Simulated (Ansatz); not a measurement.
Consider the ligand exchange at the Al–N bond: `[NH2][AlH][BH]F` + H–F → `F[BH][AlH][F]` + NH₃.

Isolated molecules relaxed with PBE0-D4/def2-TZVP in Ansatz; ΔE leaves out vibrations. CCSD(T)/CBS adds triple-zeta CCSD(T) − MP2 to the extrapolated MP2 energy (def2 sets, frozen cores). This one scheme is used for every species. Functionals use def2-TZVPP. B3LYP here is the variant with VWN-RPA as its local correlation; programs differ in this. HSE06 is defined as in plane-wave codes. Each species was taken in one conformer, which may not be the lowest.

CCSD(T)/CBS gives -21.0 kcal/mol.

Problem. Another level gave -20.6 kcal/mol. Which?
A. HSE06-D4/def2-TZVPP
B. BHLYP/def2-TZVPP
C. B3LYP-D4/def2-TZVPP
D. LDA (SPW92)/def2-TZVPP

Solution. A. HSE06-D4 -20.6, B3LYP-D4 -22.0, BHLYP -23.4, LDA (SPW92) -19.0 kcal/mol.

Largest T1 diagnostic among the species: 0.014.

In def2-TZVPP, CCSD(T) changes the Hartree–Fock value by +3.4 kcal/mol (the triples alone add +0.5 kcal/mol) and MP2 by +3.4 kcal/mol. At CCSD(T), def2-SVP lies −1.4 kcal/mol from the extrapolated value and def2-TZVPP +0.1 kcal/mol.
